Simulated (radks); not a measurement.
Task: Species: Nb34+. Configuration: [He] 2s2 2p3. All-electron calculation, scalar-relativistic Kohn-Sham, r2SCAN, spin-polarised, spherical densities, finite nucleus; open shells are filled with parallel spins first (spin-orbit coupling, left out, can overturn this in heavy ions); meta-GGA in the generalised Kohn-Sham scheme; Fermi nuclear charge, rms radius 4.324 fm. Program: a radial shooting solver on a logarithmic mesh with Libxc functionals. Some entries of the table are withheld. Estimate them.

orbital  occ.  eigenvalue (hartree)  r(max) (bohr)
1s up       1                   (1)        0.02348
1s down     1                   (2)        0.02346
2s up       1             -174.4433         0.1294
2s down     1             -172.2606         0.1300
2p up       3             -166.2852            (3)
2p down     0             -163.4913            (4)

Result: 
(1) 1s up eigenvalue (hartree): -781.8863
(2) 1s down eigenvalue (hartree): -780.4873
(3) 2p up r(max) (bohr): 0.1025
(4) 2p down r(max) (bohr): 0.1032
